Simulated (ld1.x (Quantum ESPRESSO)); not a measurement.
# Configuration tests for boron (B) (RRKJ)

```json
{
 "Element": "boron (B)",
 "Generator": "ld1.x (Quantum ESPRESSO) 7.5",
 "Type": "norm-conserving RRKJ (Kleinman–Bylander form)",
 "Functional": "BLYP",
 "Relativity": "scalar-relativistic",
 "Frozen core": "[He]",
 "Valence charge": "3",
 "Reference configuration": "2s2 2p0.5 (charge +0.5)",
 "Partial waves": "2p (bound): rc 2.60 bohr; 2s (bound): rc 1.25 bohr",
 "Local potential": "the s channel",
 "Core correction": "a·sin(br)/r model core, default radius (core density twice the valence density)"
}
```

Energies are relative to the spin-unpolarised reference configuration 2s2 2p0.5; without spin polarisation the order of configurations can differ from experiment.

| valence configuration | charge | ΔE all-electron (eV) | error AE − PS (meV) |
| --- | --- | --- | --- |
| 2s2 2p0 | +1 | 5.316 | +27 |
| 2s1 2p0 | +2 | 30.666 | +132 |
| 2s2 2p1.3 | -0.3 | -3.574 | +16 |
| 2s0 2p3 | 0 | 8.741 | +21 |
| 2s1 2p1 | +1 | 11.368 | -38 |

What are ΔE and the potential's error for 2s2 2p1?

ΔE = -2.857 eV all-electron; the error (AE − PS) is +9.6 meV.

What are ΔE and the potential's error for 2s1 2p2?

ΔE = 2.926 eV all-electron; the error (AE − PS) is +22 meV.

Levels in the configuration 2s2 2p0:

| level | all-electron (eV) | pseudo (eV) |
| --- | --- | --- |
| 2s | -19.404 | -19.332 |
